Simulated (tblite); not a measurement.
Species: C5H3FN2Si.
InChI=1S/C5H3FN2Si/c6-5(3-8)4(1-7)2-9-5/h2H,9H2/t5-/m0/s1

Computed values, GFN2-xTB/tblite, gas phase, harmonic and unscaled. This tight-binding method is rough: wavenumbers can miss measured ones by several per cent, in bad cases by 10 to 20. Modes of hydrogen on silicon can be 10 to 20 % off.

Harmonic wavenumbers (cm⁻¹): 71.2, 100.2, 124.7, 142.0, 209.1, 256.5, 347.4, 420.0, 436.6, 439.5, 466.6, 492.1, 562.2, 608.2, 632.8, 650.9, 732.5, 770.8, 794.9, 810.0, 1031.2, 1080.0, 1121.6, 1209.0, 1588.7, 2347.5, 2352.1, 2355.8, 2380.5, 3096.7.

A = 1749, B = 1307, C = 994.6 MHz; mass 138.005 u (most abundant isotopes); point group C1, symmetry number 1.

Q: Zero-point energy?

A: Half the sum of the wavenumbers: 13816 cm⁻¹ = 39.50 kcal/mol.

Q: What is S at 350 K and 1 bar for an ideal gas of classical rigid rotors and harmonic oscillators?

A: Translation 41.50, rotation 29.82, vibration 29.87: S = 101.2 cal/(mol K).

Q: And Cp and H(350 K) − H(0)?

A: Cp = 39.01 cal/(mol K), of which vibrations give 31.06 (their classical limit is 30 R = 59.6); H(350 K) − H(0) = 8.47 kcal/mol without the zero-point energy, 5.69 from vibrations.

Q: What must be added to the electronic energy to get the Gibbs energy at 350 K and 1 bar?

A: ZPE + [H(350 K) − H(0)] − T·S = 39.50 + 8.47 − 35.42 = 12.55 kcal/mol.

Q: How do the functions run with temperature in this model?

A: 
| T (K) | S (cal/(mol K)) | Cp (cal/(mol K)) | H − H(0) (kcal/mol) | G − H(0) (kcal/mol) | ln q(vib) |
| --- | --- | --- | --- | --- | --- |
| 100 | 67.6 | 17.2 | 1.20 | -5.56 | 1.13 |
| 200 | 82.7 | 27.3 | 3.43 | -13.11 | 3.33 |
| 300 | 95.4 | 35.7 | 6.60 | -22.03 | 5.68 |
| 500 | 116.4 | 46.1 | 14.90 | -43.30 | 10.26 |
| 800 | 140.0 | 54.2 | 30.08 | -81.94 | 16.35 |
| 1000 | 152.5 | 57.5 | 41.28 | -111.23 | 19.89 |

q(vib) and H(0) count from the zero-point level.

Hindered rotation and anharmonicity are outside this model. The structure is chiral; the term R ln 2 for an equal mix with its mirror image is left out.
